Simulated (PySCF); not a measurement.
**Atomic charges by several schemes**

C4H9ClO2S.
Structure used (PBE0-D3(BJ)/def2-TZVP), in Å, numbered top down from 1:
```
atom  x, y, z in Å
C1    -0.2529   -0.3837    1.4896
C2    -0.0384   -0.1217    0.0094
C3    -1.2993   -0.4367   -0.7960
C4     1.1668   -0.8608   -0.5440
S5     0.1913    1.6652   -0.2476
O6     0.5361    1.9164   -1.6094
O7    -0.8735    2.3803    0.3781
Cl8    1.8841    2.0675    0.8594
H9    -0.4842   -1.4437    1.6190
H10   -1.0859    0.2018    1.8787
H11    0.6406   -0.1567    2.0715
H12   -1.5039   -1.5047   -0.6926
H13   -1.1636   -0.2131   -1.8545
H14   -2.1608    0.1166   -0.4216
H15    0.9868   -1.9334   -0.4388
H16    2.0765   -0.6131    0.0037
H17    1.3190   -0.6376   -1.5998
```

Density: PBE0/pcSseg-2 (PySCF); schemes: Mulliken, IAO, Hirshfeld and ESP-fitted. Isolated species at its PBE0-D3(BJ)/def2-TZVP geometry, gas phase.

Task: What partial charge does each atom carry?

Result: In e:

```json
{"atom": "C1", "environment": "methyl carbon", "Mulliken": "-0.043", "IAO": "-0.441", "Hirshfeld": "-0.131", "ESP-fitted": "-0.668"}
{"atom": "C2", "environment": "sp3 carbon bound to sulfur", "Mulliken": "-0.231", "IAO": "-0.117", "Hirshfeld": "+0.015", "ESP-fitted": "+0.429"}
{"atom": "C3", "environment": "methyl carbon", "Mulliken": "-0.100", "IAO": "-0.442", "Hirshfeld": "-0.123", "ESP-fitted": "-0.584"}
{"atom": "C4", "environment": "methyl carbon", "Mulliken": "-0.038", "IAO": "-0.441", "Hirshfeld": "-0.130", "ESP-fitted": "-0.645"}
{"atom": "S5", "environment": "sulfonyl sulfur", "Mulliken": "+0.887", "IAO": "+2.007", "Hirshfeld": "+0.499", "ESP-fitted": "+0.700"}
{"atom": "O6", "environment": "sulfonyl oxygen", "Mulliken": "-0.420", "IAO": "-0.860", "Hirshfeld": "-0.269", "ESP-fitted": "-0.399"}
{"atom": "O7", "environment": "sulfonyl oxygen", "Mulliken": "-0.420", "IAO": "-0.860", "Hirshfeld": "-0.269", "ESP-fitted": "-0.400"}
{"atom": "Cl8", "environment": "chlorine bonded to S", "Mulliken": "-0.169", "IAO": "-0.292", "Hirshfeld": "-0.040", "ESP-fitted": "-0.101"}
{"atom": "H9", "environment": "methyl hydrogen", "Mulliken": "+0.032", "IAO": "+0.155", "Hirshfeld": "+0.055", "ESP-fitted": "+0.209"}
{"atom": "H10", "environment": "methyl hydrogen", "Mulliken": "+0.082", "IAO": "+0.166", "Hirshfeld": "+0.049", "ESP-fitted": "+0.186"}
{"atom": "H11", "environment": "methyl hydrogen", "Mulliken": "+0.056", "IAO": "+0.159", "Hirshfeld": "+0.039", "ESP-fitted": "+0.175"}
{"atom": "H12", "environment": "methyl hydrogen", "Mulliken": "+0.041", "IAO": "+0.158", "Hirshfeld": "+0.057", "ESP-fitted": "+0.169"}
{"atom": "H13", "environment": "methyl hydrogen", "Mulliken": "+0.077", "IAO": "+0.164", "Hirshfeld": "+0.051", "ESP-fitted": "+0.188"}
{"atom": "H14", "environment": "methyl hydrogen", "Mulliken": "+0.078", "IAO": "+0.165", "Hirshfeld": "+0.051", "ESP-fitted": "+0.189"}
{"atom": "H15", "environment": "methyl hydrogen", "Mulliken": "+0.032", "IAO": "+0.155", "Hirshfeld": "+0.055", "ESP-fitted": "+0.203"}
{"atom": "H16", "environment": "methyl hydrogen", "Mulliken": "+0.056", "IAO": "+0.159", "Hirshfeld": "+0.039", "ESP-fitted": "+0.169"}
{"atom": "H17", "environment": "methyl hydrogen", "Mulliken": "+0.081", "IAO": "+0.166", "Hirshfeld": "+0.049", "ESP-fitted": "+0.181"}
```

Mean size of the charges over all atoms: IAO 0.406 e, ESP-fitted 0.329 e, Mulliken 0.167 e, Hirshfeld 0.113 e. Each set sums to the total charge, 0, to within 0.001 e. The ESP scheme fits charges at the nuclei, held to the total charge, to the electrostatic potential on points at 1.4 to 2.0 times the van der Waals radii. The Mulliken scheme counts on each atom the diagonal of the density matrix times the overlap matrix over that atom's basis functions.

Lowest charge. The schemes don't all agree: Mulliken O6 and O7 (-0.420); IAO O6 and O7 (-0.860); Hirshfeld O6 and O7 (-0.269); ESP-fitted C1 (-0.668).

Highest charge. All schemes agree: Mulliken S5 (+0.887); IAO S5 (+2.007); Hirshfeld S5 (+0.499); ESP-fitted S5 (+0.700).

Task: How many electrons does the Hirshfeld scheme count on C2?

Result: Z − q = 6 − (+0.015) = 5.985.

Task: Sum the charges by element, for elements with more than one atom.

Result: 
```tsv
element	atoms	Mulliken	IAO	Hirshfeld	ESP-fitted
C	4	-0.412	-1.441	-0.369	-1.468
O	2	-0.840	-1.720	-0.537	-0.799
H	9	+0.536	+1.446	+0.446	+1.669
```
